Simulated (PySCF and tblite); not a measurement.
Results of a calculation; reference values are marked as such.
2‐ethylphenol, C₈H₁₀O, numbered as in [CH3:1][CH2:2][c:3]1[cH:4][cH:5][cH:6][cH:7][c:8]1[OH:9].

Level: B3LYP-D3(BJ)/def2-SVP (IEF-PCM, dichloromethane)//GFN2-xTB, thermal terms from GFN2-xTB, symmetry numbers and mirror pairs counted. Conformers within 3 kcal/mol (GFN2-xTB free energy) were kept, 8 at most. GIAO shieldings: mPW1PW91/pcSseg-1 (IEF-PCM, dichloromethane). Shifts are against TMS (¹H), TMS (¹³C) at the same level. (PySCF 2.14, tblite 0.8.)

Torsions listed: C1–C2–C3–C4, C3–C8–O9–H9. Of a mirror pair one member is shown.

```json
{"conformer": "1", "shape": "-94°, 179°", "symmetry": "C1 (pair)", "E(GFN2) kcal/mol": "0.00", "E(DFT) kcal/mol": "0.00"}
{"conformer": "2", "shape": "98°, 0°", "symmetry": "C1 (pair)", "E(GFN2) kcal/mol": "0.46", "E(DFT) kcal/mol": "0.51"}
{"conformer": "3", "shape": "0°, 180°", "symmetry": "Cs", "E(GFN2) kcal/mol": "0.83", "E(DFT) kcal/mol": "0.41"}
{"conformer": "4", "shape": "0°, 0°", "symmetry": "Cs", "E(GFN2) kcal/mol": "1.87", "E(DFT) kcal/mol": "0.97"}
```

Q: How much do the weights at 298.15 K and the averaged shift of C3 depend on how the conformers are weighted?

A: 
```tsv
weighting	1 (%)	2 (%)	3 (%)	4 (%)	δ (ppm)	rms dipole (D)
DFT energy with thermal terms, symmetry and mirror images (full scheme)	61	22	13	4	136.2	1.72
DFT energy with symmetry and mirror images	57	24	14	6	136.0	1.75
bare DFT energy	47	20	23	9	135.7	1.75
GFN2-xTB energy with symmetry and mirror images	62	29	8	1	136.2	1.75
GFN2-xTB free energy	66	26	7	1	136.4	1.73
leading conformer alone	100	0	0	0	137.4	1.50
equal weights	25	25	25	25	134.7	1.93
full scheme, search stopped after three starts	100	0	0	0	137.4	1.50
```

The largest departure from the full scheme, 1.5 ppm, comes with: equal weights.
